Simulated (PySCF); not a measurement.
Isomers of C7H9NS, from PySCF 2.14.0, PBE0-D3(BJ)/def2-SVP geometry optimisation, gas phase. One conformer each, no zero-point energy, no frequencies.

Question: Which is lowest in electronic energy at this level?
A. `[CH:1]#[C:2][C@H:3]([C:4](=[CH2:5])[CH3:6])[C:7]([NH2:8])=[S:9]` with C2–C3–C4–C5 -30°, C2–C3–C7–N8 30°, C3–C7–N8–H 178° and -7°: A = 1642, B = 1216, C = 841.7 MHz, dipole 3.60 D
B. `[N:1]#[C:2][C@@H:3]1[CH2:4][CH2:5][C@H:6]1[CH2:7][CH:8]=[S:9]` with C5–C6–C7–C8 -67°, C6–C7–C8–S9 106°, C2–C3–C4–C5 -142°, C3–C4–C5–C6 20°, C4–C5–C6–C7 -141°, C2–C3–C6–C5 143°: A = 3301, B = 633.4, C = 554.8 MHz, dipole 2.02 D
C. `[CH3:1][S:2][c:3]1[cH:4][cH:5][c:6]([NH2:7])[cH:8][cH:9]1` with C1–S2–C3–C4 2° (4-(methylthio)aniline): A = 4113, B = 762.2, C = 646.1 MHz, dipole 2.41 D
D. `[N:1]#[C:2][CH2:3][C@@H:4]1[CH2:5][CH2:6][C:7](=[S:8])[CH2:9]1` with C2–C3–C4–C5 -63°, C3–C4–C5–C6 -163°, C4–C5–C6–C7 31°, C5–C6–C7–S8 168°, C6–C7–C9–C4 -13°: A = 4868, B = 604.3, C = 553.3 MHz, dipole 1.53 D

Answer: C. That is `CSC1=CC=C(N)C=C1` (4-(methylthio)aniline), 20.7 kcal/mol below the next.

| SMILES | mapped SMILES | E (Eh) | relative (kcal/mol) | relative (kJ/mol) | dipole (D) |
| --- | --- | --- | --- | --- | --- |
| CSc1ccc(N)cc1 | [CH3:1][S:2][c:3]1[cH:4][cH:5][c:6]([NH2:7])[cH:8][cH:9]1 | -724.24175 | 0.0 | 0.0 | 2.41 |
| N#CC[C@@H]1CCC(=S)C1 | [N:1]#[C:2][CH2:3][C@@H:4]1[CH2:5][CH2:6][C:7](=[S:8])[CH2:9]1 | -724.20880 | 20.7 | 86.5 | 1.53 |
| N#C[C@@H]1CC[C@H]1CC=S | [N:1]#[C:2][C@@H:3]1[CH2:4][CH2:5][C@H:6]1[CH2:7][CH:8]=[S:9] | -724.16920 | 45.5 | 190.5 | 2.02 |
| C#C[C@H](C(=C)C)C(N)=S | [CH:1]#[C:2][C@H:3]([C:4](=[CH2:5])[CH3:6])[C:7]([NH2:8])=[S:9] | -724.14381 | 61.5 | 257.2 | 3.60 |

As drawn, the lowest has an aromatic ring, which the highest lacks; the highest has a C≡C bond, a C=S bond and a C=C bond outside aromatic rings, which the lowest lacks.
